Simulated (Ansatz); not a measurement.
`ClB1CS1` + H₂ → `B1CS1` + HCl at 700 K and 1 bar (hydrogenolysis of a B–Cl bond).

Computed with Ansatz on PBE0-D4/def2-TZVP structures; ΔE is electronic, products minus reactants. CCSD(T)/CBS adds triple-zeta CCSD(T) − MP2 to the extrapolated MP2 energy (def2 sets, frozen cores). This one scheme is used for every species.

| species | CCSD(T)/CBS energy (Eh) | H − E (kJ/mol) | S (J/(mol·K)) |
| --- | --- | --- | --- |
| `ClB1CS1` | -921.63854 | 134.6 | 364.1 |
| H₂ | -1.17544 | 46.8 | 155.3 |
| `B1CS1` | -462.41225 | 145.8 | 322.1 |
| HCl | -460.38127 | 38.4 | 211.8 |

H − E and S are ideal-gas, rigid-rotor, harmonic terms from PBE0-D4/def2-TZVP. The MP2-based limit puts H₂ 0.8 mEh under its directly extrapolated value; such offsets cancel only in part. 1 Eh = 2625.50 kJ/mol, R = 8.31446 J/(mol·K).

Problem. By hand: ΔE, ΔH, ΔS and ΔG.

Solution. ΔE = (-462.41225) + (-460.38127) − (-921.63854) − (-1.17544) = 0.02046 Eh = 53.7 kJ/mol. Δ(H − E) = 145.8 + 38.4 − 134.6 − 46.8 = 2.8, so ΔH = 56.5 kJ/mol. ΔS = 322.1 + 211.8 − 364.1 − 155.3 = 14.5 J/(mol·K). ΔG = 56.5 − 700 × (14.5)/1000 = 46.4 kJ/mol.

Problem. By hand: the equilibrium constant, and the temperature at which ΔG would vanish if ΔH and ΔS stayed fixed.

Solution. log₁₀ K = −ΔG/(RT ln 10) = -3.5. ΔG = 0 at ΔH/ΔS = 3897 K, far beyond where these terms or the molecules hold.

The number of gas molecules stays the same, so ΔS is small and ΔH decides. A doubt of 5 kJ/mol in ΔE shifts log₁₀ K by 0.4 here. These are equilibria of isolated gas molecules and say nothing of rates. Largest T1 diagnostic: 0.016 (customary marks: 0.02 for closed shells, 0.045 for open ones).
